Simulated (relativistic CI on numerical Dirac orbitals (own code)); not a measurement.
## Electric-dipole transitions in Sc+

Computed by Dirac-Coulomb-Breit CI, KLI orbitals optimised for each configuration, QED by a radiative potential, valence Slater integrals scaled by 0.85, P86 correlation estimate, and configurations built on the next ion tied to the tabulated ionisation energy (semi-empirical) (own radial code, finite nucleus).

Configuration list (outside the closed core [Ar]): 3d.4s, 3d2, 4s2, 3d.4p, 3d.4d, 3d.5s, 3d.4f, 4s.4p, 4p2, 3d.5p, 4s.5p, 3d.6s, 3d.5d, 4s.6s, 3d.6p, 4s.5d, 4s.6p, 3d.5f, 3d.5g, 4s.5s, 3d.6d, 4s.5f, 4s.5g, 4s.6d. Levels of other configurations are missing.

```tsv
λ vac (Å)	Lower	Upper	A (s⁻¹)	log gf	S velocity/length
3203.0	3d.4s 3D_2 [2]	3d.4p 1P°_1 [25]	1.56e+06	-2.14	0.81
3316.2	3d.4s 3D_1 [1]	3d.4p 3P°_2 [24]	1.70e+06	-1.85	0.78
3322.3	3d.4s 3D_2 [2]	3d.4p 3P°_2 [24]	2.19e+07	-0.74	0.78
3325.8	3d.4s 3D_1 [1]	3d.4p 3P°_1 [23]	3.36e+07	-0.78	0.78
3328.1	3d.4s 3D_1 [1]	3d.4p 3P°_0 [22]	1.11e+08	-0.73	0.78
3332.1	3d.4s 3D_2 [2]	3d.4p 3P°_1 [23]	7.84e+07	-0.41	0.77
3332.3	3d.4s 3D_3 [3]	3d.4p 3P°_2 [24]	9.28e+07	-0.11	0.77
3464.5	3d.4s 3D_2 [2]	3d.4p 3D°_3 [20]	3.72e+07	-0.33	0.81
3472.1	3d.4s 3D_1 [1]	3d.4p 3D°_2 [19]	4.27e+07	-0.41	0.80
3475.3	3d.4s 3D_3 [3]	3d.4p 3D°_3 [20]	1.80e+08	0.36	0.79
3478.9	3d.4s 3D_2 [2]	3d.4p 3D°_2 [19]	1.36e+08	0.09	0.79
3482.7	3d.4s 3D_1 [1]	3d.4p 3D°_1 [18]	1.57e+08	-0.07	0.79
3489.5	3d.4s 3D_2 [2]	3d.4p 3D°_1 [18]	5.78e+07	-0.50	0.79
3489.8	3d.4s 3D_3 [3]	3d.4p 3D°_2 [19]	3.66e+07	-0.48	0.78
3505.1	3d.4s 1D_2 [4]	3d.4p 1P°_1 [25]	7.43e+07	-0.39	0.76
3519.9	3d.4s 3D_3 [3]	3d.4p 3F°_4 [17]	2.01e+08	0.53	0.88
3533.7	3d.4s 3D_2 [2]	3d.4p 3F°_3 [16]	1.64e+08	0.33	0.88
3543.6	3d.4s 3D_1 [1]	3d.4p 3F°_2 [15]	1.54e+08	0.16	0.88
3545.0	3d.4s 3D_3 [3]	3d.4p 3F°_3 [16]	3.39e+07	-0.35	0.85
3550.7	3d.4s 3D_2 [2]	3d.4p 3F°_2 [15]	3.83e+07	-0.44	0.86
3562.0	3d.4s 3D_3 [3]	3d.4p 3F°_2 [15]	1.82e+06	-1.76	0.84
3648.6	3d.4s 1D_2 [4]	3d.4p 3P°_2 [24]	3.75e+05	-2.43	0.82
3660.3	3d.4s 1D_2 [4]	3d.4p 3P°_1 [23]	4.79e+05	-2.54	0.73
3709.4	3d.4s 3D_1 [1]	3d.4p 1D°_2 [14]	9.44e+05	-2.01	0.87
3717.2	3d.4s 3D_2 [2]	3d.4p 1D°_2 [14]	1.45e+06	-1.82	0.81
3838.3	3d.4s 1D_2 [4]	3d.4p 3D°_2 [19]	1.71e+05	-2.72	0.80
3905.1	3d.4s 1D_2 [4]	3d.4p 3F°_3 [16]	1.12e+05	-2.75	0.81
3925.8	3d.4s 1D_2 [4]	3d.4p 3F°_2 [15]	2.10e+06	-1.61	0.81
4130.4	3d.4s 1D_2 [4]	3d.4p 1D°_2 [14]	1.74e+08	0.35	0.80
```

Terms are leading LS components. Brackets give the number of a level in order of energy, since labels repeat. The list gives strong lines, with weight on those to low levels, without configurations that were not tied to measured data, among the lowest 192 of 209 levels, so that lines to higher ones, which can be the strongest, are missing, and without lines across small gaps between configurations, and without 148 lines that miss the measured interval by over 3.5 %, start from a term whose rates miss tabulated ones by over 60 %, have gauges far apart or, lacking measured levels, span too small a gap for the errors found; lines with a level outside our table were not tested and can miss by more. Levels whose partners in the same complex of configurations lie outside the list can be far off, and so can their lines. Rates are taken at the computed energies, electric ones in the length gauge. A velocity-to-length ratio far from 1 marks an uncertain rate.

Configurations that consist of the next ion and one excited electron were tied to the tabulated ionisation energy; Rydberg ones are usually within 1,000 to 3,000 cm⁻¹ and the lowest ones within about 6,000 (9,000 in d shells), while levels on excited terms of the next ion carry the error of that term, and the other configurations can be misplaced by 10,000 cm⁻¹ or more. Rates follow the energies as ν³ (E1, M1) or ν⁵ (E2), so rates, branching and lifetimes can be off by large factors. The fine structure of a lone outer electron comes out too small, for d and f at times inverted, and misplaced configurations move strength between like terms. 25 of the 25 excited levels that our extract of the measured tables holds in this range could be paired (the sources list more); they are missed by 1389 cm⁻¹ on average and 4014 at most, and levels without a partner can miss by more.
